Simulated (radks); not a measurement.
Results of a calculation; reference values are marked as such.
All-electron atom: the niobium ion Nb9+ in [Ar] 3d10 4s2 4p(1/2: 2, 3/2: 0).

Level of theory: Dirac Kohn-Sham, relativistic LDA (MacDonald-Vosko exchange, VWN5 correlation), spin-unpolarised, spherical densities, finite nucleus; Fermi nuclear charge, rms radius 4.324 fm (a radial shooting solver on a logarithmic mesh with Libxc functionals).

Energy parts (eV):
part                       energy
total                 -103066.894
kinetic                106456.257
electron-nucleus      -243843.808
Hartree                 37183.093
exchange-correlation    -2862.436

Orbitals (lengths in bohr, moments of r in powers of bohr; r(max) is where P^2 peaks; r(90%) holds 90 % of the orbital's charge):
orbital,occ.,eigenvalue (eV),r(90%),<r>,r(max),small-component weight
1s1/2,2,-18861.20,0.0649,0.03622,0.02358,2.22e-02
2s1/2,2,-2778.264,0.245,0.1581,0.1337,4.53e-03
2p1/2,2,-2567.303,0.221,0.1348,0.1040,4.55e-03
2p3/2,4,-2472.209,0.227,0.1393,0.1077,4.40e-03
3s1/2,2,-591.7863,0.655,0.4428,0.3961,1.20e-03
3p1/2,2,-511.7195,0.662,0.4372,0.3828,1.15e-03
3p3/2,4,-496.1272,0.677,0.4475,0.3920,1.12e-03
3d3/2,4,-353.6681,0.682,0.4264,0.3307,1.01e-03
3d5/2,6,-350.7254,0.687,0.4297,0.3334,9.96e-04
4s1/2,2,-195.9071,1.51,1.055,0.9839,3.32e-04
4p1/2,2,-170.6099,1.60,1.110,1.028,3.01e-04
4p3/2,0,-167.5959,1.63,1.128,1.047,2.95e-04

The highest occupied level is 4p1/2 at -170.61 eV. The electron density at the nucleus is 8.17e+04 e/bohr^3.
